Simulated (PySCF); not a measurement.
**Low-lying terms of Bi³⁺ (bismuth, charge +3)**

Ground state [Xe] 4f14 5d10 6s2, ¹S. Calculation: PySCF 2.14, in aug-cc-pVQZ-PP with ECP60MDF; scalar relativity through the core potential. Vertical excitation energies in eV without spin-orbit coupling; excited terms of each kind are numbered among those the solver found. Frozen: 5s2 5p6.

```tsv
term	leading excitation	EOM-EE-CCSD
1 3P°	6s → p	10.704
1 1P°	6s → p	13.968
1 1D	6s → d	23.499
1 3S	6s → s	24.037
1 3D	6s → d	24.216
1 1S	6s → s	24.580
2 3P°	6s → p	28.144
2 1P°	6s → p	28.218
1 3F°	6s → f	29.350
1 1F°	6s → f	29.447
2 3S	6s → s	32.558
2 1S	6s → s	32.743
2 3D	6s → d	32.783
2 1D	6s → d	33.003
```

Doubly excited terms such as np² are absent. The solver can miss terms.
